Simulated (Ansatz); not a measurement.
Reaction (hydrogenolysis of the Si–N bond): `BC[SiH2][NH][AlH2]` + H₂ → `BC[SiH3]` + `[NH2][AlH2]`

Isolated molecules relaxed with PBE0-D4/def2-TZVP in Ansatz; ΔE leaves out vibrations. CCSD(T)/CBS is the MP2 limit (def2-TZVPP, def2-QZVPP) plus CCSD(T) − MP2 in def2-TZVPP, frozen cores. This one scheme is used for every species. DFT in def2-TZVPP. B3LYP here is the variant with VWN-RPA as its local correlation; programs differ in this. Each species was taken in one conformer, which may not be the lowest.

(1) Is it downhill or uphill in electronic energy at CCSD(T)/CBS, and by how much? (An estimate is asked.)

(2) What do these levels give: PBE-D4, ωB97X-V, ωB97M-V, B2PLYP, PBE, B3LYP, SCS-MP2/def2-TZVPP, CCSD/def2-TZVPP, HF/def2-QZVPP, HF/CBS(def2), MP2/CBS(def2), CCSD/CBS(def2)? (Estimate.)

Largest T1 diagnostic among the species: 0.012.

## Answers

(1) Computed: Uphill: ΔE = +38.8 kJ/mol.

(2) Computed: PBE-D4 32.9, ωB97X-V 33.6, ωB97M-V 36.4, B2PLYP 31.7, PBE 25.1, B3LYP 23.5, SCS-MP2/def2-TZVPP 38.7, CCSD/def2-TZVPP 32.9, HF/def2-QZVPP 21.2, HF/CBS(def2) 21.3, MP2/CBS(def2) 45.9, CCSD/CBS(def2) 34.7 kJ/mol.

In def2-TZVPP, CCSD(T) changes the Hartree–Fock value by +16.6 kJ/mol (the triples alone add +4.1 kJ/mol) and MP2 by +23.7 kJ/mol. The D4 term adds +12.3 kJ/mol with B3LYP and +7.0 kJ/mol with PBE0; it sums over pairs of atoms, weighted by their polarisabilities, and B3LYP, whose exchange is more repulsive, gets the larger term.
